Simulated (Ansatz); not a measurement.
Consider the formal exchange of groups at a B–Cl bond: `OC(F)BCl` + CH₄ → `CBC(O)F` + HCl.

Program: Ansatz. Geometries: PBE0-D4/def2-TZVP. ΔE: electronic, gas phase. CCSD(T)/CBS adds triple-zeta CCSD(T) − MP2 to the extrapolated MP2 energy (def2 sets, frozen cores). This one scheme is used for every species. Functionals use def2-TZVPP. Each species was taken in one conformer, which may not be the lowest.

`OC(F)BCl`:

```xyz
8

O     1.442    0.068    0.103
C     0.181   -0.010   -0.442
F     0.045   -1.182   -1.193
B    -0.851   -0.110    0.763
Cl   -2.089    1.088    0.940
H     2.073    0.342   -0.570
H    -0.014    0.807   -1.147
H    -0.788   -1.002    1.546
```

CH₄:

Z-matrix (Å, degrees):
```
C
H 1 1.090
H 1 1.090 2 109.5
H 1 1.090 2 109.5 3 -120.0
H 1 1.090 2 109.5 3 120.0
```

`CBC(O)F`:

```xyz
11

C    -1.558    0.202    0.604
B    -0.121    0.627    0.221
C     0.900   -0.383   -0.465
O     2.180   -0.165   -0.015
F     0.802   -0.062   -1.837
H    -2.150    0.387   -0.309
H    -1.682   -0.858    0.837
H    -2.018    0.814    1.382
H     0.258    1.757    0.321
H     0.632   -1.447   -0.415
H     2.757   -0.871   -0.324
```

HCl:

Z-matrix (Å, degrees):
```
Cl
H 1 1.279
```

```json
{"level": "PBE-D4", "ΔE (kJ/mol)": "95.0", "difference from CCSD(T)/CBS": "1.0"}
{"level": "ωB97M-V", "ΔE (kJ/mol)": "93.8", "difference from CCSD(T)/CBS": "-0.2"}
{"level": "PBE", "ΔE (kJ/mol)": "95.2", "difference from CCSD(T)/CBS": "1.2"}
{"level": "r2SCAN", "ΔE (kJ/mol)": "96.7", "difference from CCSD(T)/CBS": "2.7"}
{"level": "SCS-MP2/def2-TZVPP", "ΔE (kJ/mol)": "97.9", "difference from CCSD(T)/CBS": "3.9"}
{"level": "CCSD(T)/def2-TZVPP", "ΔE (kJ/mol)": "95.2", "difference from CCSD(T)/CBS": "1.2"}
{"level": "HF/def2-QZVPP", "ΔE (kJ/mol)": "96.8", "difference from CCSD(T)/CBS": "2.8"}
{"level": "SCS-MP2/def2-QZVPP", "ΔE (kJ/mol)": "97.1", "difference from CCSD(T)/CBS": "3.1"}
{"level": "MP2/CBS(def2)", "ΔE (kJ/mol)": "97.8", "difference from CCSD(T)/CBS": "3.8"}
{"level": "CCSD/CBS(def2)", "ΔE (kJ/mol)": "92.3", "difference from CCSD(T)/CBS": "-1.7"}
{"level": "CCSD(T)/CBS", "ΔE (kJ/mol)": "94.0", "difference from CCSD(T)/CBS": "0"}
```

Largest T1 diagnostic among the species: 0.013.
